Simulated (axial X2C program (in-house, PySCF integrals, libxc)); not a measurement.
Values are calculated unless marked as measured or tabulated.
# BTe: input and output of an EOM-IP-CCSD run

Program: an axial X2C code built on PySCF integrals.

Input and command:
```json
{"zs": [52, 5], "q": 0, "bas": ["dyall-acv3z", "dyall-av3z"], "r0": 2.06, "eom": "ip", "rq": -1, "thr": -2.0, "nmax": 95, "grid": [1, 0.96, 1.045, 0.92, 1.09, 1.15]}
```
```bash
python soeom.py task.json out
```

Keys: zs atomic numbers; q charge; bas basis sets; r0 starting distance in Å; eom kind of EOM run; rq charge at which the geometry is sought; thr threshold in hartree for freezing inner shells (an s shell follows its p shell); nmax most natural virtual spinors; grid distances as factors.

Output at R = 2.071 Å (near the PBE0 minimum at charge -1 of the determinant lowest at the starting distance; the state shown can have its own minimum elsewhere), reference BTe⁻:

```
two-component X2C + atomic mean field  HF
basis functions 198  fitting functions 1014  grid points 5078
iter        total energy     max residual
   1      -6811.997757652     2.12e+00
   2      -6812.759550360     2.75e-02
   3      -6812.762925054     3.84e-03
   4      -6812.763287892     1.33e-03
   5      -6812.763405685     9.57e-04
   6      -6812.763451356     4.25e-04
   7      -6812.763464670     2.31e-04
   8      -6812.763466193     6.06e-05
   9      -6812.763466383     1.86e-05
  10      -6812.763466408     1.06e-05
  11      -6812.763466412     5.09e-06
  12      -6812.763466413     1.81e-06
converged
one-electron -9490.45286884  Coulomb 2794.00081063  exact exchange -178.70068785  xc functional 0.00000000  nuclear repulsion 66.43460881  atomic mean-field constant -4.04532915
correlated 20  virtual 288  natural virtual 82  E(MP2) -0.732809311  MP2 remainder -0.097812812
iter   CCSD correlation   residual
   1     -0.585875175   1.91e-01
   2     -0.604317522   7.69e-02
   3     -0.608385808   3.08e-02
   4     -0.607918379   1.08e-02
   5     -0.608022313   4.17e-03
   6     -0.608085553   1.31e-03
   7     -0.608080192   5.43e-04
   8     -0.608083360   1.86e-04
   9     -0.608081503   8.76e-05
  10     -0.608081630   4.72e-05
  11     -0.608081429   2.70e-05
  12     -0.608081753   1.29e-05
  13     -0.608081676   6.06e-06
  14     -0.608081744   2.75e-06
  15     -0.608081760   1.02e-06
(T) -0.018628362  T1 0.0248  D1 0.0468  max T2 0.066
EOM-IP-CCSD roots
2*Omega      energy/Eh   energy/eV  one-particle weight
    1       0.09525329      2.5920      0.903
    1       0.14281711      3.8863      0.939
    1       0.25801964      7.0211      0.707
    1       0.26180486      7.1241      0.002
    3       0.12683550      3.4514      0.946
    3       0.26038157      7.0853      0.000
    3       0.27809238      7.5673      0.000
    5       0.27379374      7.4503      0.000
```
T1 in the output is the amplitude norm over the root of the electron number; divide by √2 for the Lee–Taylor value.

Reference electrons by ω block (each with its −ω partner): 1/2: 19, 3/2: 8, 5/2: 2. Root energies count from the CCSD energy of the reference. The reference need not be the lowest state of its species. All roots sought are printed; those with a small one-particle weight need a further excitation, are placed far too high, and may in truth lie low or lowest. Inner shells are frozen, and levels at this size can be off by some tenths of an eV.
